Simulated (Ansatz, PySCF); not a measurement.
Reaction (SMILES): C=CC(F)(F)F [3,3,3-trifluoroprop-1-ene] + 4 C (CH4) → C=C (C2H4) [ethene] + CC (C2H6) [ethane] + 3 CF (CH3F)
Geometries: B3LYP-D3(BJ)/def2-TZVP minima from Ansatz (a program for electronic structure), one conformer each, not searched for the lowest. Frequencies are from Ansatz or PySCF.
Geometry of the first species:
```
C
C 1 1.3220
H 2 1.0815 1 120.86
H 2 1.0816 3 117.53 1 -180.00
H 1 1.0828 2 122.61 3 0.00
C 1 1.4944 5 113.90 2 -180.00
F 6 1.3446 1 113.25 5 -180.00
F 6 1.3522 7 107.28 1 122.91
F 6 1.3522 7 107.28 8 114.18
```

Quantity: bond separation energy (0 K, with B3LYP-D3(BJ) harmonic zero-point energies), in eV. Correlated levels leave the core frozen unless marked. No spin-orbit coupling. No relativistic terms. CBS marks a two-point X^-3 extrapolation of the correlation energy; Hartree-Fock from the larger set. [CCSD(T)-MP2]/basis is that difference in the basis named.

| level | program | bond separation energy (eV) |
|---|---|---|
| SVWN5/def2-TZVPD | Ansatz | 2.28 |
| PBE-D3(BJ)/def2-TZVPD | Ansatz + dftd3 | 1.94 |
| BLYP-D3(BJ)/def2-TZVPD | Ansatz + dftd3 | 1.77 |
| revPBE-D3(BJ)/def2-TZVPD | Ansatz + dftd3 | 1.84 |
| revPBE-D4/def2-TZVPD | Ansatz + dftd4 | 1.90 |
| r2SCAN/def2-TZVPD | Ansatz | 2.14 |
| B97M-V/def2-TZVPD | Ansatz | 2.15 |
| PBE0-D4/def2-TZVPD | Ansatz + dftd4 | 1.97 |
| PBE0/def2-TZVP | Ansatz | 2.02 |
| BHLYP/def2-TZVPD | Ansatz | 1.83 |
| CAM-B3LYP-D4/def2-TZVPD | Ansatz + dftd4 | 1.92 |
| LC-wPBE/def2-TZVPD | Ansatz | 1.95 |
| MP2/aug-cc-pVTZ | Ansatz | 2.00 |
| SCS-MP2/6-31G | Ansatz | 1.95 |
| SCS-MP2/aug-cc-pVDZ | Ansatz | 1.74 |
| SCS-MP2/cc-pVTZ | Ansatz | 2.01 |
| CCSD/STO-3G | Ansatz | 1.69 |
| CCSD/6-31G | Ansatz | 1.86 |
| CCSD/cc-pVTZ | Ansatz | 2.04 |
| CCSD(T)/6-31G* | Ansatz | 2.41 |
| RI-MP2/CBS(cc-pVTZ,cc-pVQZ)+[CCSD(T)-MP2]/cc-pVTZ | Ansatz | 1.96 |
